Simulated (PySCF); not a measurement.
GeI₄, SMILES [I][Ge]([I])([I])[I]. Atoms are numbered in the order given.

```xyz
5

I     -1.4281    -1.4281     1.4281
Ge     0.0000     0.0000     0.0000
I      1.4281    -1.4281    -1.4281
I      1.4281     1.4281     1.4281
I     -1.4281     1.4281    -1.4281
```
Charge 0, spin multiplicity 1.

Geometry optimised at ωB97X-D3(BJ)/def2-SVP. The isomer is the one that the SMILES or the coordinates give; other isomers of the formula were not compared. The def2 effective core potentials stand for the cores of I; spin–orbit coupling is left out.

Level of theory: B3LYP/def2-TZVP run with PySCF.

Symmetry labels are those of the subgroup D2 that the program uses (full group Td).

Computed valence orbital energies around the gap with their symmetry:
```csv
orbital,symmetry,energy (eV)
HOMO−7,A,-8.29
HOMO−6,A,-8.29
HOMO−5,B1,-7.97
HOMO−4,B2,-7.97
HOMO−3,B3,-7.97
HOMO−2,B1,-7.50
HOMO−1,B2,-7.50
HOMO,B3,-7.50
LUMO,A,-3.39
LUMO+1,B1,-0.98
LUMO+2,B2,-0.98
LUMO+3,B3,-0.98
```
